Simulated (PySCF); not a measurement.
Compound: C7H7N.
Cartesian coordinates in Å at the GFN2-xTB level; atoms count from 1:
```xyz
15
C7H7N angstrom
C     -1.0406   -2.0390   -0.5921
C     -0.4566   -0.6914   -0.3221
C     -1.2309    0.4733   -0.8463
C      0.6948   -0.5540    0.3508
C      1.3047    0.6686    0.6423
C      1.8738    1.7050    0.9201
C      2.5029    2.8669    1.2262
N      3.0370    3.8532    1.4860
H     -2.0373   -2.1103   -0.1562
H     -0.4219   -2.8332   -0.1817
H     -1.1431   -2.1948   -1.6662
H     -0.7417    1.4149   -0.6110
H     -1.3396    0.3935   -1.9280
H     -2.2330    0.4798   -0.4176
H      1.2273   -1.4246    0.7144
```

Level of theory: wB97X-D/def2-SVPD in PySCF (dipole) on a GFN2-xTB geometry, gas phase.

Masses are those of the commonest isotopes; rigid-rotor values at the optimised geometry. 

Give the principal moments of inertia and the rotational constants in MHz.

Ia = 62.93, Ib = 652.27, Ic = 708.98 u·Å²; 505379 MHz·u·Å²/I gives A = 8030, B = 774.8, C = 712.8 MHz.

Classify the top.

A near-prolate asymmetric top; Ray's κ = -0.983.

What does the inertial defect say?

Not planar: Δ = Ic − Ia − Ib = -6.22 u·Å². For a rigid frame Δ = −2 Σ m c², so Σ m c² = 3.11 u·Å² lies off the ab plane, practically all of it from hydrogen. The atom farthest from that plane is 0.88 Å away.

Give the other two planar moments, Paa and Pbb, and the rms extents of the mass along the axes.

Paa = Σ m a² = (Ib + Ic − Ia)/2 = 649.15 and Pbb = Σ m b² = (Ia + Ic − Ib)/2 = 59.82 u·Å². With the mass M = 105.06 u, the rms extents √(P/M) along a, b and c are 2.49, 0.75, 0.17 Å.

List the rotational levels J(Ka,Kc) to J = 2 (MHz).

Above 0(0,0):
J = 1: 1(0,1) 1488, 1(1,1) 8743, 1(1,0) 8805
J = 2: 2(0,2) 4463, 2(1,2) 11656, 2(1,1) 11842, 2(2,1) 33609, 2(2,0) 33609

Which lines would a microwave search look for?

The dipole components are |μa| = 6.42 D, |μb| = 0.23 D, |μc| = 0.00 D; the mirror of this Cs structure is the ab plane, so μc vanishes by symmetry and there are no c-type lines. Intensities carry the squares of the components, which stand as 1.00 : 0.00 (a : b). Some lines, for components of 0.1 D or more:

```json
{"type": "b", "branch": "R", "J(Ka,Kc)": "5(0,5) ← 4(1,4)", "MHz": "449", "lower level (cm⁻¹)": "0.729"}
{"type": "a", "branch": "R", "J(Ka,Kc)": "2(0,2) ← 1(0,1)", "MHz": "2975", "lower level (cm⁻¹)": "0.050"}
{"type": "a", "branch": "R", "J(Ka,Kc)": "3(1,3) ← 2(1,2)", "MHz": "4370", "lower level (cm⁻¹)": "0.389"}
{"type": "a", "branch": "R", "J(Ka,Kc)": "3(2,2) ← 2(2,1)", "MHz": "4463", "lower level (cm⁻¹)": "1.121"}
{"type": "a", "branch": "R", "J(Ka,Kc)": "3(2,1) ← 2(2,0)", "MHz": "4464", "lower level (cm⁻¹)": "1.121"}
{"type": "a", "branch": "R", "J(Ka,Kc)": "4(1,4) ← 3(1,3)", "MHz": "5826", "lower level (cm⁻¹)": "0.535"}
{"type": "a", "branch": "R", "J(Ka,Kc)": "4(2,2) ← 3(2,1)", "MHz": "5954", "lower level (cm⁻¹)": "1.270"}
{"type": "a", "branch": "R", "J(Ka,Kc)": "4(1,3) ← 3(1,2)", "MHz": "6074", "lower level (cm⁻¹)": "0.547"}
{"type": "a", "branch": "R", "J(Ka,Kc)": "5(1,5) ← 4(1,4)", "MHz": "7282", "lower level (cm⁻¹)": "0.729"}
{"type": "a", "branch": "R", "J(Ka,Kc)": "5(4,1) ← 4(4,0)", "MHz": "7439", "lower level (cm⁻¹)": "4.385"}
{"type": "a", "branch": "R", "J(Ka,Kc)": "5(3,3) ← 4(3,2)", "MHz": "7440", "lower level (cm⁻¹)": "2.684"}
{"type": "b", "branch": "Q", "J(Ka,Kc)": "3(1,2) ← 3(0,3)", "MHz": "7474", "lower level (cm⁻¹)": "0.298"}
{"type": "b", "branch": "Q", "J(Ka,Kc)": "4(1,3) ← 4(0,4)", "MHz": "7601", "lower level (cm⁻¹)": "0.496"}
{"type": "b", "branch": "Q", "J(Ka,Kc)": "5(1,4) ← 5(0,5)", "MHz": "7762", "lower level (cm⁻¹)": "0.744"}
{"type": "b", "branch": "R", "J(Ka,Kc)": "1(1,1) ← 0(0,0)", "MHz": "8743", "lower level (cm⁻¹)": "0.000"}
{"type": "b", "branch": "R", "J(Ka,Kc)": "2(1,2) ← 1(0,1)", "MHz": "10169", "lower level (cm⁻¹)": "0.050"}
{"type": "b", "branch": "Q", "J(Ka,Kc)": "5(2,4) ← 5(1,5)", "MHz": "22326", "lower level (cm⁻¹)": "0.972"}
{"type": "b", "branch": "R", "J(Ka,Kc)": "2(2,1) ← 1(1,0)", "MHz": "24804", "lower level (cm⁻¹)": "0.294"}
{"type": "b", "branch": "R", "J(Ka,Kc)": "4(2,3) ← 3(1,2)", "MHz": "27624", "lower level (cm⁻¹)": "0.547"}
{"type": "b", "branch": "R", "J(Ka,Kc)": "5(2,4) ← 4(1,3)", "MHz": "28987", "lower level (cm⁻¹)": "0.750"}
{"type": "b", "branch": "Q", "J(Ka,Kc)": "3(3,0) ← 3(2,1)", "MHz": "36431", "lower level (cm⁻¹)": "1.270"}
{"type": "b", "branch": "R", "J(Ka,Kc)": "5(3,3) ← 4(2,2)", "MHz": "43867", "lower level (cm⁻¹)": "1.469"}
{"type": "b", "branch": "Q", "J(Ka,Kc)": "4(4,1) ← 4(3,2)", "MHz": "51004", "lower level (cm⁻¹)": "2.684"}
{"type": "b", "branch": "R", "J(Ka,Kc)": "4(4,0) ← 3(3,1)", "MHz": "56956", "lower level (cm⁻¹)": "2.485"}
{"type": "b", "branch": "R", "J(Ka,Kc)": "5(4,2) ← 4(3,1)", "MHz": "58443", "lower level (cm⁻¹)": "2.684"}
{"type": "b", "branch": "Q", "J(Ka,Kc)": "5(5,0) ← 5(4,1)", "MHz": "65577", "lower level (cm⁻¹)": "4.633"}
{"type": "b", "branch": "R", "J(Ka,Kc)": "5(5,0) ← 4(4,1)", "MHz": "73016", "lower level (cm⁻¹)": "4.385"}
```

Estimate the classical rotational partition function at 50 K, 200 K and 500 K.

Point group Cs, symmetry number σ = 1; q = (√π/σ)·√((kT/h)³/(ABC)), k/h = 20836.6 MHz/K: 28300 at 50 K, 226000 at 200 K, 895000 at 500 K.

Not checked by GFN2-xTB frequencies. Constants of a rigid frame at the computed geometry: no zero-point averaging, no centrifugal distortion. A rigid rotor knows nothing of internal rotation, which can split or shift real lines. Quadrupole hyperfine structure (14N) is left out.
